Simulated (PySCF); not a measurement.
Electron correlation in Xe²⁺ (xenon, charge +2)

[Kr] 4d10 5s1 5p4 6s1, high-spin 5P determinant (an excited configuration). Calculation: PySCF 2.14, in dyall-av2z (22s16p12d, 130 functions); no relativity, point nucleus. Frozen: [Kr] 4d10; 6 electrons correlated; the 62 highest virtual orbitals of each spin left out.

```json
{"level": "CCSD", "correlation energy (mhartree)": "-104.87"}
{"level": "(T)", "correlation energy (mhartree)": "-5.13"}
{"level": "CCSD(T)", "correlation energy (mhartree)": "-110.00"}
```

Diagnostics: T1 = 0.017, D1 = 0.0553, largest double amplitude 0.191.

Q: Is a single reference adequate?

A: Not fully. A non-relativistic calculation at this Z misses sizeable relativistic shifts. The outer electron is Rydberg-like, and this basis confines it to a smaller radius and binds it less than a complete one would. A double-excitation amplitude exceeds 0.15, a sign of near-degeneracy.
